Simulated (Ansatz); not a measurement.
C₂H₃AlO₂ (`O=[C]1[CH2][Al]1[OH]`), relaxed with RKS PBE0-D4/def2-TZVP in Ansatz from a PBE-D4/def2-SVP geometry. The force threshold is 0.005 eV/Å; the program also tests the step.

Total charge 0; spin multiplicity 1.

Start:

```xyz
8

O     1.368   -0.010   -2.207
C     0.751   -0.279   -1.210
C     1.063   -0.273    0.220
Al   -0.881    0.233   -0.095
O    -2.010    0.779    1.083
H     0.579   -1.163    0.702
H     2.100   -0.101    0.579
H    -2.969    0.813    0.929
```

Problem. By how much does the energy fall, and how many steps does the optimiser take? (Best estimate.)

Solution. The calculation gave: 1.81 kcal/mol, in 10 steps.

Problem. Which bonds change most? (An estimate is asked.)

Solution. Computed: C3–Al4 from 2.032 to 1.961 Å; C2–Al4 from 2.042 to 1.976 Å; Al4–O5 from 1.721 to 1.685 Å; C2–C3 from 1.464 to 1.488 Å.

Problem. Give the relaxed structure. (Best estimate.)

Solution. Computed: 
```xyz
8

O     1.287   -0.029   -2.177
C     0.668   -0.237   -1.183
C     1.079   -0.274    0.247
Al   -0.793    0.273    0.045
O    -2.055    0.765    1.048
H     0.675   -1.219    0.665
H     2.116   -0.110    0.546
H    -2.978    0.832    0.809
```
